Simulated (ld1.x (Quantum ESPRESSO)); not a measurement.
## Which change was made? (Be, RRKJ)

* Element: beryllium (Be)
* Generator: ld1.x (Quantum ESPRESSO) 7.5
* Type: norm-conserving RRKJ (Kleinman–Bylander form)
* Functional: PBE
* Relativity: scalar-relativistic
* Frozen core: [He]
* Valence charge: 2
* Reference configuration: 2s1.75 2p0.25
* Partial waves: 2s (bound): rc 2.15 bohr; 2p (bound): rc 2.60 bohr
* Local potential: all-electron potential smoothed inside 2.10 bohr (lloc = -2)
* Core correction: a·sin(br)/r model core inside 2.20 bohr
* rho0: 0.005

Cutoffs, loose and tight: the cutoffs (Ry, on a coarse ladder) from which the occupation-weighted sum of valence levels, in a spherical-Bessel basis at the reference potential, stays within 10 and 1 mRy of its value at 400 Ry. They do not see the model core or the augmentation charge, which bear on the density cutoff. Test errors are all-electron minus pseudo excitation energies from the reference, over the configurations 2s2 2p0; 2s1 2p0; 2s1.5 2p0; 2s0 2p2; 2s0 2p1; 2s1 2p1; variants that change the core or the reference have their own tests.

The base gives: outcome: generated; cutoff, loose: 12 Ry; cutoff, tight: 18 Ry; bound ghosts: none; largest test error (meV): -39.

Question: After one change the result is: outcome: generated; cutoff, loose: 12 Ry; cutoff, tight: 18 Ry; bound ghosts: none; largest test error (meV): +13. Which change was it?
A. all radii but the core radius scaled by about 1.19 (s 2.56, p 3.10 bohr); local potential all-electron potential smoothed inside 2.50 bohr (lloc = -2)
B. all radii but the core radius scaled by about 1.37 (s 2.94, p 3.56 bohr); local potential all-electron potential smoothed inside 2.88 bohr (lloc = -2)
C. all radii but the core radius scaled by about 0.88 (s 1.88, p 2.28 bohr); local potential all-electron potential smoothed inside 1.84 bohr (lloc = -2)
D. all radii but the core radius scaled by about 1.09 (s 2.36, p 2.84 bohr); local potential all-electron potential smoothed inside 2.30 bohr (lloc = -2)
E. all radii but the core radius scaled by about 0.76 (s 1.64, p 1.98 bohr); local potential all-electron potential smoothed inside 1.60 bohr (lloc = -2)

Answer: E. The others give: all radii but the core radius scaled by about 1.19 (s 2.56, p 3.10 bohr); local potential all-electron potential smoothed inside 2.50 bohr (lloc = -2) → outcome: generated; cutoff, loose: 10 Ry; cutoff, tight: 18 Ry; bound ghosts: none; largest test error (meV): -70 | all radii but the core radius scaled by about 1.09 (s 2.36, p 2.84 bohr); local potential all-electron potential smoothed inside 2.30 bohr (lloc = -2) → outcome: generated; cutoff, loose: 12 Ry; cutoff, tight: 18 Ry; bound ghosts: none; largest test error (meV): -51 | all radii but the core radius scaled by about 0.88 (s 1.88, p 2.28 bohr); local potential all-electron potential smoothed inside 1.84 bohr (lloc = -2) → outcome: generated; cutoff, loose: 12 Ry; cutoff, tight: 18 Ry; bound ghosts: none; largest test error (meV): -21 | all radii but the core radius scaled by about 1.37 (s 2.94, p 3.56 bohr); local potential all-electron potential smoothed inside 2.88 bohr (lloc = -2) → outcome: generated; cutoff, loose: 10 Ry; cutoff, tight: 15 Ry; bound ghosts: s; largest test error (meV): -95.
